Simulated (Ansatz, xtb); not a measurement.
System: sum formula BNH₃, net charge 1, singlet state. It need not be the lowest isomer of its formula. SMILES: B=[NH2+]
Coordinates optimised at B3LYP-D3(BJ)/def2-TZVP (Ansatz, an electronic-structure program):
```
N
B 1 1.3115
H 1 1.0214 2 123.45
H 1 1.0214 3 113.09 2 180.00
H 2 1.1685 3 155.55 1 180.00
```
Charge +1, spin multiplicity 1.

Harmonic wavenumbers from GFN2-xTB (xtb, at its own minimum), cm⁻¹: 496, 638, 641, 792, 1245, 1677, 2827, 3208, 3251.

Question: Give the harmonic wavenumbers at B3LYP-D3(BJ)/def2-TZVP (Ansatz, finite differences of forces, unscaled).

Answer: 578, 682, 753, 929, 1454, 1612, 2887, 3441, 3501 cm⁻¹. Zero-point energy 22.6 kcal/mol.

Question: From these and the geometry, give the ideal-gas thermochemistry at 298.15 K and 1 atm (rigid rotor, harmonic oscillator).

Answer: Point group C2v, rotational symmetry number 2. Rotational constants 345.2, 30.16, 27.74 GHz. S(trans) 35.91, S(rot) 16.28, S(vib) 1.21, S(elec, spin only) 0.00, S 53.4 cal/(mol K). H(298) - H(0) 2.65 kcal/mol; G - E(el) 9.4 kcal/mol.
